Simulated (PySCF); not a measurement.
**Levels of La²⁸⁺ from EOM-EA-GCCSD**

Reference: closed-shell La²⁹⁺, [Ar] 3d10; one electron is added. Calculated with PySCF 2.14, two-component X2C-1e with screened spin-orbit coupling, an even-tempered Gaussian basis (19 s from 1.5 bohr⁻², ratio 2.6; 15 p from 2 bohr⁻², ratio 2.6; 10 d from 2 bohr⁻², ratio 2.6; 6 f from 2.1 bohr⁻², ratio 2.8); frozen [Ar]; the 100 highest virtual spinors dropped; of the others 70 kept and the rest restored at second order. No Breit or QED terms. Binding energies in eV.

```
level  Koopmans
4s1/2    1037.7
4p1/2    978.08
4p3/2    952.61
```

Q: How does correlation move these levels?

A: 4s1/2: second order 1039.0, EOM-CCSD 1039.0; 4p1/2: second order 979.32, EOM-CCSD 979.28; 4p3/2: second order 953.78, EOM-CCSD 953.74.

For comparison, the ionisation energy of La²⁸⁺ is 1039.09 ± 0.12 eV (semi-empirical (NIST evaluation); NIST Atomic Spectra Database, ionization energies).
